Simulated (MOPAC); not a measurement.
MOPAC input (PM6):

```
PM6 FORCE THERMO(298,298) PRECISE LET GEO-OK AUX(PRECISION=9) THREADS=1
CClF

F    -1.51235685 1   -0.26978598 1    0.03188536 1
C    -0.59531494 1    0.63149766 1   -0.01767053 1
Cl    1.01923281 1   -0.07539023 1   -0.01095144 1
```

Question: Which zero-point energy does it print?

Answer: 3.41 kcal/mol, from the harmonic wavenumbers of PM6.
